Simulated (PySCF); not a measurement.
C₇H₉N.
SMILES with atom numbers: `[CH2:1]=[C:2]1[CH:3]=[CH:4]/[C:5]1=[CH:6]/[CH2:7][NH2:8]` (hydrogens: H9, H10 on C1; H11 on C3; H12 on C4; H13 on C6; H14, H15 on C7; H16, H17 on N8)

Computed geometry: GFN2-xTB, gas phase.

Problem. What internal coordinates does the optimisation give?

Solution. 
```json
{"bond": "C1=C2", "length (Å)": "1.322", "order": "double"}
{"bond": "C2–C3", "length (Å)": "1.474", "order": "single"}
{"bond": "C3=C4", "length (Å)": "1.350", "order": "double"}
{"bond": "C4–C5", "length (Å)": "1.473", "order": "single"}
{"bond": "C5=C6", "length (Å)": "1.326", "order": "double"}
{"bond": "C6–C7", "length (Å)": "1.502", "order": "single"}
{"bond": "C7–N8", "length (Å)": "1.460", "order": "single"}
{"bond": "C2–C5", "length (Å)": "1.500", "order": "single"}
{"bond": "C1–H9", "length (Å)": "1.078", "order": "single"}
{"bond": "C1–H10", "length (Å)": "1.076", "order": "single"}
{"bond": "C3–H11", "length (Å)": "1.074", "order": "single"}
{"bond": "C4–H12", "length (Å)": "1.074", "order": "single"}
{"bond": "C6–H13", "length (Å)": "1.085", "order": "single"}
{"bond": "C7–H14, C7–H15", "length (Å)": "1.093", "order": "single"}
{"bond": "N8–H16, N8–H17", "length (Å)": "1.016", "order": "single"}
```

Bonds in one row agree within 0.01 Å and their mean is given. Orders are formal, as drawn. A selection of angles:
```json
{"angle": "C1–C2–C3", "degrees": "134.7"}
{"angle": "C1–C2–C5", "degrees": "138.1"}
{"angle": "C3–C2–C5", "degrees": "87.1"}
{"angle": "C2–C3–C4", "degrees": "92.8"}
{"angle": "C3–C4–C5", "degrees": "93.0"}
{"angle": "C4–C5–C6", "degrees": "134.7"}
{"angle": "C2–C5–C4", "degrees": "87.0"}
{"angle": "C2–C5–C6", "degrees": "138.2"}
{"angle": "C5–C6–C7", "degrees": "125.6"}
{"angle": "C6–C7–N8", "degrees": "113.2"}
{"angle": "H16–N8–C7", "degrees": "109.7"}
{"angle": "H17–N8–C7", "degrees": "110.0"}
```

Dihedral angles: C1–C2–C3–C4 178° (antiperiplanar); C2–C3–C4–C5 1° (synperiplanar); C3–C4–C5–C6 178° (antiperiplanar); C4–C5–C6–C7 178° (antiperiplanar); C5–C6–C7–N8 -105° (anticlinal); C1–C2–C5–C4 -178° (antiperiplanar). The mirror-image conformer, all signs reversed, is as good.

Of the pairs four or more bonds apart, H10···H15 is among the closest relative to their van der Waals radii: 2.25 Å, 94 % of the sum of Bondi's values. The 4-membered ring C2–C3–C4–C5 has internal angles of 87.0° to 93.0°; it is planar, 0.00 Å rms from its mean plane, widest ring torsion 1°. N8 (primary amine nitrogen) is pyramidal (angles 110.0°, 109.7° and 107.5°, sum 327.1°, 0.38 Å off the plane of its three neighbours). The 7 C–C bonds span 1.322 Å (C1=C2, drawn double) to 1.502 Å (C6–C7, drawn single), a spread of 0.180 Å.

Point group: C1 (no symmetry element, even within 0.4 Å). Not checked by GFN2-xTB frequencies. The numbers are those of one conformer (C5–C6–C7–N8 -105°, C6–C7–N8–H 61° and -57°).
